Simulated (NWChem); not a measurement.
CHF, singlet; SMILES F[CH]

```xyz
3

C      0.1525     0.7122     0.0000
F     -0.0043    -0.5790     0.0000
H     -0.9110     1.0833     0.0000
```
Atoms are numbered in this order, from 1.

Low-valent species are run as closed-shell singlets; no triplet was tried in these runs. Structure relaxed at the PBE0-D3(BJ)/def2-TZVP level.

 Unshifted, non-relativistic core excitations; the lowest 4 roots alone, so stronger bands may lie above.

List the first C K-edge excitations from PBE/cc-pVTZ, restricted-window TDA (NWChem).


```tsv
state	energy (eV)	dipole oscillator strength	leading excitation (squared amplitude)
S1	268.9	0.0616	1s of atom 1 or its equivalents → LUMO (1.00)
S2	273.8	0.0195	1s of atom 1 or its equivalents → LUMO+1 (0.99)
S3	275.1	0.0133	1s of atom 1 or its equivalents → LUMO+2 (0.99)
S4	280.0	0.0433	1s of atom 1 or its equivalents → LUMO+3 (1.00)
```
